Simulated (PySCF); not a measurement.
C₄F₅ (SMILES FC(F)=[C]C(F)=C(F)F), doublet, at a GFN2-xTB geometry. Base run: B3LYP/STO-3G (PySCF).

PySCF was given this input:
```python
from pyscf import gto, scf, dft

mol = gto.Mole()
mol.atom = '''
    F     2.753039    0.841414    0.273557
    C     1.866212   -0.129700    0.446735
    F     2.389978   -1.055218    1.239577
    C     0.668284   -0.146229   -0.035936
    C    -0.545932   -0.207170   -0.611925
    F    -0.679209   -0.794334   -1.814821
    C    -1.713294    0.296175   -0.062415
    F    -2.896476    0.232771   -0.631576
    F    -1.750845    0.899983    1.108957
'''
mol.basis = 'sto-3g'
mol.charge = 0
mol.spin = 1
mol.verbose = 4
mol.build()

mf = dft.UKS(mol)
mf.xc = 'b3lyp'
mf.kernel()
mf.analyze()
```

Each row names what was changed in the base input (with any setting that the change needs).

| change | ΔE vs base (µEh) | fitting functions | dipole (D) |
|---|---|---|---|
| base | 0.0 | - | 0.83 |
| exchange = seminumerical (SGX) (with mf = sgx.sgx_fit(mf, auxbasis='def2-universal-jfit'); with mf.with_df.dfj = True) | -5483 | 441 | 0.83 |
| auxbasis = cc-pvtz-jkfit | -658 | 711 | 0.83 |
| auxbasis = cc-pvqz-jkfit | -595 | 954 | 0.83 |
| auxbasis = def2-universal-jfit | 2579 | 441 | 0.83 |
| auxbasis = default (with mf = mf.density_fit()) | -2855 | 685 | 0.83 |
| auxbasis = cc-pvtz-ri | -2434 | 729 | 0.83 |
| auxbasis = autoaux | -137 | 594 | 0.83 |
| auxbasis = even-tempered beta=2.0 | -346 | 450 | 0.83 |
| auxbasis = even-tempered beta=1.6 | 156 | 630 | 0.83 |

A fitting set is made for a task (jfit for Coulomb, jkfit for Coulomb and exchange, ri for correlation) and for a family of orbital bases.

Open shells are given as the SCF converged; they aren't shown to be the lowest states, and a large step between rows can be another state.
